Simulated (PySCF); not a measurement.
`Cc1pc(F)cs1` in a uniform electric field

Compound: C4H4FPS.
Cartesian coordinates in Å at the GFN2-xTB level; atoms count from 1:
```xyz
11
C4H4FPS angstrom
C     -2.073    0.011    0.087
C     -0.585   -0.066    0.020
P      0.304   -1.527   -0.088
C      1.850   -0.648   -0.112
F      3.012   -1.323   -0.191
C      1.846    0.703   -0.050
S      0.298    1.424    0.052
H     -2.497   -0.990    0.055
H     -2.396    0.499    1.007
H     -2.468    0.586   -0.750
H      2.715    1.335   -0.057
```

Level: CAM-B3LYP/def2-SVPD (PySCF); nuclei fixed, core orbitals frozen in the response. Permanent dipole (-1.621, 1.727, 0.148) D (1 au = 2.5417 D). Static polarisability (au):

```
x   101.65  -2.88  -2.01
y    -2.88 103.06   2.25
z    -2.01   2.25  58.26
```

Only the terms in μ and α are kept: μ(F) = μ + αF and ΔE = −μ·F − ½ F·αF.

(1) What do fields of 0.514 V/Å (0.01 au) along the six axis directions do?

(2) For the field (0.0040, -0.0070, 0.0000) au, what is the induced dipole, and what angle does it make with the field?

(3) Which field along μ doubles the dipole in that direction (linear response)?

(4) What field makes μF equal to kT at 400 K?

(5) Induction energy −ᾱe²/2R⁴ of a unit charge at 18 Å, the molecule taken as a point?

Answers

(1) 
```tsv
field along	induced x (D)	induced y (D)	induced z (D)	total size (D)	−μ·F (kJ/mol)	−½F·αF (kJ/mol)
+x	2.584	-0.073	-0.051	1.916	+16.744	-13.344
−x	-2.584	0.073	0.051	4.578	-16.744	-13.344
+y	-0.073	2.620	0.057	4.670	-17.839	-13.529
−y	0.073	-2.620	-0.057	1.789	+17.839	-13.529
+z	-0.051	0.057	1.481	2.938	-1.529	-7.648
−z	0.051	-0.057	-1.481	2.651	+1.529	-7.648
```

(2) αF = (1.085, -1.863, -0.060) D, at 1.7° to the field. The polarisability along this direction, F·αF/F², is 105.19 au, against a mean of 87.66 au.

(3) The polarisability along the dipole is 105.47 au, so F = 0.9337 au / 105.47 au = 0.0089 au = 0.46 V/Å; higher-order terms are ignored.

(4) kT = 1.2667 × 10⁻³ Eh, so F = 0.00136 au = 6.98 MV/cm.

(5) R = 34.02 bohr, so the energy is −87.7/(2 × 34.02⁴) Eh = -0.086 kJ/mol. The charge–dipole term at its most favourable orientation, −μe/R², is -2.12 kJ/mol.

Isolated species at its GFN2-xTB geometry, gas phase.

The run behind these numbers computed excited states as well. On Arm Neoverse V2, one thread, shared host, this took 26 s of wall time (grids of density and orbitals included) and 0.81 GiB of memory at its peak.
